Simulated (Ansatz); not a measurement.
CS-, multiplicity 2 (lowest of 2S+1 = 2, 4 at CCSD(T)/def2-TZVPP on PBE0 minima; our sources give no spin for the ground state, which may be another), most abundant isotopes (12.0000 and 31.9721 u). Constants from fifth-degree fits in 1/R to seven points on the lowest solution found; no spin–orbit coupling, no relativity up to Kr; ω_e x_e and α_e move by some per cent with the fit.

Frozen-core correlation. CBS(a, b) extrapolates the correlation energy as X⁻³ and adds the Hartree–Fock energy of set b.

Codes used: Ansatz (a first-principles code) with Gaussian orbitals. Each number belongs to the level named beside it.

| level | r_e (Å) | ω_e (cm⁻¹) | ω_e x_e (cm⁻¹) | α_e (cm⁻¹) |
|---|---|---|---|---|
| PBE/def2-TZVPP | 1.6391 | 984.8 | 5.87 | 0.00640 |
| CCSD(T)/CBS(aug-cc-pV(T+d)Z, aug-cc-pV(Q+d)Z) | 1.6235 | 1008.0 | 5.93 | 0.00637 |

**Question.** Derive the rotational constants, the centrifugal constant, the fundamental, the zero-point energy and the force constant.

**Answer.** 
μ = 8.72519 u.
- PBE/def2-TZVPP: B_e = 16.8576/(μ r_e²) = 0.71912 cm⁻¹; B₀ = B_e − α_e/2 = 0.71592 cm⁻¹; D = 4B_e³/ω_e² = 1.53e-06 cm⁻¹; fundamental ω_e − 2ω_e x_e = 973 cm⁻¹; zero-point energy ω_e/2 − ω_e x_e/4 = 491 cm⁻¹; k = μ(2πcω_e)² = 499 N/m
- CCSD(T)/CBS(aug-cc-pV(T+d)Z, aug-cc-pV(Q+d)Z): B_e = 16.8576/(μ r_e²) = 0.73303 cm⁻¹; B₀ = B_e − α_e/2 = 0.72985 cm⁻¹; D = 4B_e³/ω_e² = 1.55e-06 cm⁻¹; fundamental ω_e − 2ω_e x_e = 996 cm⁻¹; zero-point energy ω_e/2 − ω_e x_e/4 = 503 cm⁻¹; k = μ(2πcω_e)² = 522 N/m
